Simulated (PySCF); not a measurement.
C6H6Cl2F2Si2, SMILES c1cc([SiH](Cl)Cl)ccc1[SiH](F)F, singlet, GFN2-xTB optimised geometry.

```
18

Si    -0.58    -0.51     0.00
F      1.02    -0.51     0.00
F     -0.93     1.06     0.00
C     -1.21    -1.29     1.59
C     -0.52    -2.34     2.19
C     -0.98    -2.92     3.35
C     -2.16    -2.47     3.96
C     -2.84    -1.42     3.36
C     -2.38    -0.84     2.19
Si    -2.78    -3.25     5.57
Cl    -4.80    -3.16     5.61
Cl    -2.19    -5.18     5.65
H     -1.02    -1.06    -1.26
H      0.39    -2.71     1.74
H     -0.43    -3.73     3.80
H     -3.75    -1.05     3.81
H     -2.93    -0.02     1.75
H     -2.26    -2.55     6.75
```

Density from PySCF with PBE0/def2-SVP at that geometry.

Minimum of the electron density along straight lines between bonded atoms, close to the bond critical point (lines longer than 1.1 times the sum of covalent radii, or with two minima, are not listed):

```
bond       length / Å  ρ at the minimum / e bohr⁻³  ∇²ρ there / e bohr⁻⁵  position (fraction from the first atom)
---------  ----------  ---------------------------  --------------------  ---------------------------------------
Si1–F2          1.600                        0.122                  1.14                                     0.42
Si1–F3          1.600                        0.122                  1.14                                     0.42
Si1–C4          1.876                        0.120                  0.33                                     0.38
C4–C5           1.395                        0.304                 -0.76                                     0.50
C5–C6           1.381                        0.314                 -0.81                                     0.50
C6–C7           1.394                        0.305                 -0.76                                     0.50
C7–C8           1.394                        0.305                 -0.76                                     0.50
C4–C9           1.395                        0.304                 -0.76                                     0.50
C8–C9           1.381                        0.314                 -0.81                                     0.50
C7–Si10         1.890                        0.116                  0.31                                     0.62
Si10–Cl11       2.019                        0.098                  0.32                                     0.37
Si10–Cl12       2.019                        0.098                  0.32                                     0.37
Si1–H13         1.444                        0.126                  0.33                                     0.49
C5–H14          1.080                        0.285                 -1.09                                     0.63
C6–H15          1.080                        0.285                 -1.10                                     0.64
C8–H16          1.080                        0.285                 -1.10                                     0.64
C9–H17          1.080                        0.285                 -1.09                                     0.63
Si10–H18        1.459                        0.123                  0.31                                     0.49
```
